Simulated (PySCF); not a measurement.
An excited-state job on `c12ccc-2c([SiH3])c1C=O`.

Method: TDDFT CAM-B3LYP/def2-SVPD, vertical, gas phase, core orbitals frozen in the response (PySCF 2.14.0, density-fitted response routines). Geometry: GFN2-xTB. The command runs a driver script over a list of jobs; the input below is this job's line of settings and its coordinates in Å.

Command:
```bash
OMP_NUM_THREADS=1 python probes_run.py task.json out
```

Input:
```
{"job": {"kind": "uv", "xc": "CAM-B3LYP", "basis": "def2-SVPD", "nstates": 8, "ntriplets": 3}, "charge": 0, "multiplicity": 1}
O     -2.001029     2.240992     0.122993
C     -0.799580     2.171813     0.243129
C     -0.052321     0.939667     0.174763
C      1.303946     0.623905     0.258221
C      2.615472     0.170111     0.216900
C      2.226161    -1.148498    -0.176497
C      0.868527    -0.852498    -0.089894
C     -0.457571    -0.439866    -0.070817
Si    -2.164141    -1.204534    -0.235420
H     -0.181351     3.072148     0.436988
H      3.558334     0.642351     0.434299
H      2.762528    -2.021093    -0.510536
H     -2.858673    -0.517316    -1.319817
H     -1.969034    -2.622791    -0.548535
H     -2.855682    -1.046401     1.042311
```

Q: What does the run print?

A: 
```
coarse grid: 14032 points
cycle   1  E = -634.0714538621  dE =  2.025e+00  |g| = 7.863e-01  |ddm| = 8.846e+00
cycle   2  E = -633.7694311223  dE =  3.020e-01  |g| = 1.489e+00  |ddm| = 6.280e+00
cycle   3  E = -634.2171227827  dE = -4.477e-01  |g| = 6.099e-02  |ddm| = 4.855e+00
cycle   4  E = -634.2178089057  dE = -6.861e-04  |g| = 6.057e-02  |ddm| = 3.735e-01
cycle   5  E = -634.2187271081  dE = -9.182e-04  |g| = 1.358e-02  |ddm| = 2.042e-01
cycle   6  E = -634.2187781617  dE = -5.105e-05  |g| = 9.258e-03  |ddm| = 5.637e-02
cycle   7  E = -634.2188030117  dE = -2.485e-05  |g| = 2.914e-03  |ddm| = 2.560e-02
cycle   8  E = -634.2188070529  dE = -4.041e-06  |g| = 1.274e-03  |ddm| = 1.632e-02
final grid: 133824 points
cycle   9  E = -634.3315068902  dE = -2.817e-05  |g| = 3.826e-03  |ddm| = 1.371e-01
cycle  10  E = -634.3315039895  dE =  2.901e-06  |g| = 5.372e-03  |ddm| = 2.344e-02
cycle  11  E = -634.3315107684  dE = -6.779e-06  |g| = 8.650e-04  |ddm| = 1.252e-02
cycle  12  E = -634.3315109706  dE = -2.022e-07  |g| = 2.422e-04  |ddm| = 2.331e-03
cycle  13  E = -634.3315109946  dE = -2.402e-08  |g| = 1.504e-04  |ddm| = 9.607e-04
cycle  14  E = -634.3315110029  dE = -8.309e-09  |g| = 5.533e-05  |ddm| = 4.129e-04
cycle  15  E = -634.3315110054  dE = -2.447e-09  |g| = 3.157e-05  |ddm| = 2.605e-04
cycle  16  E = -634.3315110062  dE = -7.603e-10  |g| = 1.048e-05  |ddm| = 1.636e-04
converged SCF energy = -634.3315110062

Static polarisability (au): isotropic 116.113, principal 67.495 113.393 167.450

Singlet excitations
state   eV       nm        f      main configurations
  1   3.0460    407.0   0.00020   H-1->L 0.95
  2   3.3981    364.9   0.07195   H->L 0.84
  3   3.9615    313.0   0.00035   H-3->L 0.43, H-1->L+1 0.41
  4   4.0754    304.2   0.03989   H->L+1 0.87
  5   4.1316    300.1   0.00125   H-1->L+1 0.48, H-3->L 0.29, H-3->L+1 0.09
  6   5.2905    234.4   0.29051   H-2->L 0.81, H-3->L 0.12
  7   5.8454    212.1   0.01380   H->L+3 0.69, H->L+2 0.12
  8   6.1547    201.4   0.00753   H->L+2 0.75, H->L+3 0.14

Triplet excitations (Tamm-Dancoff, eV): 2.2180 2.7266 2.7459
```

The SCF starts on a coarse grid where the log names one; the energy can jump when the final grid takes over, and dE then counts from the start density on the new grid. H and L stand for HOMO and LUMO; the number after each pair is its weight.

Q: Give S1 in cm⁻¹ and kJ/mol.

A: 3.0460 eV × 8065.54 = 24568 cm⁻¹; × 96.485 = 293.9 kJ/mol.

In short: HOMO -7.90 eV, LUMO -1.53 eV; lowest singlet 3.05 eV; lowest triplet 2.22 eV (Tamm–Dancoff); mean polarisability 116.1 au.

Q: How long does this job take on Arm Neoverse N1, one thread, no GPU, on a shared host? And the peak memory of the process?

A: About 1.9 min, with 1.1 GiB resident at the peak, the Python interpreter and its libraries included.

One conformer stands for the species.
Labels such as C1 count atoms from 1, the log's own numbers from 0.
